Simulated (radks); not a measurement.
The numbers below are computed, except where a source is named.
Species: Br VIII. Configuration: [Ar] 3d10.

Level of theory: scalar-relativistic Kohn-Sham, LDA (Slater exchange, VWN5 correlation), spin-polarised, spherical densities, finite nucleus; Fermi nuclear charge, rms radius 4.1629 fm (a radial shooting solver on a logarithmic mesh with Libxc functionals).

Energy parts (hartree):
| part | energy |
|---|---|
| total | -2589.57007 |
| kinetic | 2644.99230 |
| electron-nucleus | -6130.98280 |
| Hartree | 982.08026 |
| exchange-correlation | -85.65984 |

Orbitals (lengths in bohr, moments of r in powers of bohr; r(max) is where P^2 peaks):
| orbital | occ. | eigenvalue (hartree) | r(max) | <r^4> | <1/r> |
|---|---|---|---|---|---|
| 1s | 2 | -492.8212 | 0.02795 | 0.00001567 | 35.61 |
| 2s | 2 | -67.70658 | 0.1594 | 0.003115 | 7.887 |
| 2p | 6 | -60.27063 | 0.1274 | 0.002253 | 7.727 |
| 3s | 2 | -12.75676 | 0.4840 | 0.1910 | 2.600 |
| 3p | 6 | -10.40027 | 0.4803 | 0.2261 | 2.454 |
| 3d | 10 | -6.47673 | 0.4273 | 0.3335 | 2.189 |

The highest occupied level is 3d at -176.24 eV. For comparison, the ionisation energy in NIST's Atomic Spectra Database is 192.6 eV (measured). In exact Kohn-Sham theory the highest level is minus the ionisation energy, but local and semilocal functionals leave it too shallow, through self-interaction and a potential that decays too fast; potentials with the right tail come closer. The density falls to 0.001 e/bohr^3 at r = 1.90 bohr. Summed over all electrons, <r^2> = 7.237 bohr^2, which gives a Langevin (diamagnetic) susceptibility term of -5.73 x 10^-6 cm^3/mol.
